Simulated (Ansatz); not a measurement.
Reaction (cleavage of the Sb–B bond): `O[B](O)[SbH2]` + HCl → `[Cl][SbH2]` + `OBO`

Isolated molecules relaxed with PBE0-D4/def2-TZVP in Ansatz; ΔE leaves out vibrations. CBS: MP2 limit from def2 TZ/QZ plus the TZ coupled-cluster correction, frozen cores. This one scheme is used for every species. Elements past krypton have def2 core potentials. For Sb outer-core shells are correlated without core-valence functions, which leaves a few kJ/mol of doubt a bond. One conformer a species, not always the lowest.

```
          level  ΔE (kcal/mol)
  HF/def2-TZVPP          -23.0
 MP2/def2-TZVPP          -15.6
CCSD/def2-TZVPP          -16.3
  HF/def2-QZVPP          -23.6
```

Task: What does CCSD(T)/CBS give? (Best estimate.)

Result: The calculation gave: -17.4 kcal/mol. The listed levels differ from it by -5.6, 1.8, 1.1, -6.2 kcal/mol.

Largest T1 diagnostic among the species: 0.014.

In def2-TZVPP, CCSD(T) changes the Hartree–Fock value by +7.4 kcal/mol (the triples alone add +0.7 kcal/mol) and MP2 by +7.3 kcal/mol. The D4 term adds +1.1 kcal/mol with B3LYP and +0.6 kcal/mol with PBE0; it sums over pairs of atoms, weighted by their polarisabilities, and B3LYP, whose exchange is more repulsive, gets the larger term.

B3LYP here is the variant with VWN-RPA as its local correlation; programs differ in this.
